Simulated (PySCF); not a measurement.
H6O3Si2, SMILES [SiH](O)([SiH2]O)O. Coordinates come from a PBE-D3(BJ)/def2-SVP optimisation. Other conformers were not sampled.

**Question.** Give the equilibrium geometry at PBE-D3(BJ)/def2-SVP (PySCF confirms it by a frequency run) as Cartesian coordinates in Å. (An estimate is asked for; the answer gives what the named calculation found.)

**Answer.** Several could match; the one computed here: 
```xyz
11

O      1.0696     1.6160     0.5936
Si     1.3670     0.3199    -0.4802
Si    -0.5983    -0.8545     0.0496
O     -1.0408    -0.0916     1.4800
O     -1.6563    -0.6077    -1.2357
H      1.7260     2.3337     0.6170
H      1.4991     0.8045    -1.9029
H      2.6536    -0.3919    -0.1300
H     -0.5091    -2.3227     0.3583
H     -0.5953     0.7827     1.5311
H     -2.5166    -1.0563    -1.1481
```
Charge 0, spin multiplicity 1.
